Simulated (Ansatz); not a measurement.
A nudged elastic band was laid between two geometries of AlCl2F + H4Si (9 atoms, charge 0, multiplicity 1).

Level of theory: RKS PBE0-D4/6-31G* in Ansatz 0.2.0.

```
movable images  : 9
climbing image  : yes
spring          : 5.0 eV/Å²
optimiser       : quadratic models (default)
start path      : through a guess of the saddle point
force threshold : 0.05 eV/Å
iteration limit : 37
end points      : relaxed
```

Image 0:

```xyz
9
Properties=species:S:1:pos:R:3
Al -0.042 0.201 0.176
F 0.219 1.258 1.412
Cl 1.571 -0.293 -1.069
Cl -1.989 -0.030 -0.555
Si 0.170 -2.791 1.090
H -0.254 -3.044 -0.302
H 1.600 -3.081 1.328
H -0.727 -3.430 2.081
H 0.004 -1.306 1.369
```

Image 10:

```xyz
9
Properties=species:S:1:pos:R:3
Al 0.131 -0.708 0.033
F 0.180 0.486 1.656
Cl 1.634 0.169 -1.160
Cl -1.838 0.142 -0.293
Si 0.263 -3.000 0.821
H -0.167 -3.942 -0.253
H 1.651 -3.362 1.229
H -0.633 -3.208 1.997
H -0.670 0.907 1.500
```

(1) Which bonds break or form, and what moves?

(2) Give the energies along the band, and the barrier.

(3) What is the geometry of the highest image?

(4) What are the harmonic wavenumbers there?

Results:

(1) Bonds broken: Si5–H9. Bonds formed: Al1–Si5, F2–H9. AlCl2F + H4Si becomes AlCl2FH4Si.

(2) It converged. The highest image is number 4 of 0 to 10, 174.0 kJ/mol above the first end and 49.9 kJ/mol above the last; the last end lies 124.1 kJ/mol above the first. A vibrational analysis at the climbing image gives one clearly imaginary mode, 751i cm⁻¹: a first-order saddle point. The orbitals stay closed-shell, which can raise the energy where a bond breaks towards radicals; this wasn't checked here.

| image | path coordinate (Å) | energy (kJ/mol) | Si5–H9 (Å) | Al1–Si5 (Å) | F2–H9 (Å) |
| --- | --- | --- | --- | --- | --- |
| 0 | 0.00 | 0.0 | 1.52 | 3.14 | 2.57 |
| 1 | 0.45 | 2.2 | 1.51 | 3.14 | 2.41 |
| 2 | 0.91 | 21.5 | 1.51 | 2.98 | 2.01 |
| 3 | 1.36 | 99.5 | 1.66 | 2.73 | 1.57 |
| 4 | 1.82 | 174.0 | 2.02 | 2.57 | 1.11 |
| 5 | 2.31 | 155.7 | 2.45 | 2.47 | 0.97 |
| 6 | 2.81 | 141.2 | 2.86 | 2.44 | 0.95 |
| 7 | 3.31 | 138.9 | 3.23 | 2.43 | 0.94 |
| 8 | 3.81 | 134.9 | 3.56 | 2.43 | 0.95 |
| 9 | 4.31 | 127.5 | 3.83 | 2.42 | 0.95 |
| 10 | 4.81 | 124.1 | 4.07 | 2.43 | 0.96 |

(3) 
```xyz
9
Properties=species:S:1:pos:R:3
Al -0.030 -0.303 -0.058
F 0.140 0.364 1.661
Cl 1.654 0.139 -1.217
Cl -1.954 0.092 -0.783
Si 0.154 -2.632 1.014
H -0.438 -3.272 -0.198
H 1.545 -3.124 1.191
H -0.677 -3.040 2.183
H 0.158 -0.742 1.737
```

(4) 751i, 10i, 76, 127, 157, 159, 276, 335, 397, 434, 534, 607, 708, 777, 897, 932, 936, 1867, 2240, 2255, 2279 cm⁻¹.

The run took 8.6 min on 2 threads of Arm Neoverse V2, with other jobs on the host, peak memory 0.23 GiB.
